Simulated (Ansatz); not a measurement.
The same ligand exchange along the group C, Si, Ge.

Isolated molecules relaxed with PBE0-D4/def2-TZVP in Ansatz; ΔE leaves out vibrations. CCSD(T)/CBS adds triple-zeta CCSD(T) − MP2 to the extrapolated MP2 energy (def2 sets, frozen cores). This one scheme is used for every species. Functionals use def2-TZVPP. For Ge outer-core shells are correlated without core-valence functions, which leaves a few kJ/mol of doubt a bond. Scalar relativity is left out up to krypton. One conformer a species, not always the lowest.

```
                                              reaction  CCSD(T)/CBS(def2) (eV)
                           `CCO` + H₂S → CH₃SH + CH₃OH                    0.27
         `O[SiH2][SiH3]` + H₂S → `[SiH3]S` + `O[SiH3]`                       ?
`[OH][GeH2][GeH3]` + H₂S → `[SH][GeH3]` + `[OH][GeH3]`                   -0.14
```

Q: Fill in the missing values. (An estimate is asked.)

A: Computed: `O[SiH2][SiH3]` + H₂S → `[SiH3]S` + `O[SiH3]`: -0.63 eV.

Largest T1 diagnostic: 0.012, for `O[SiH2][SiH3]`.
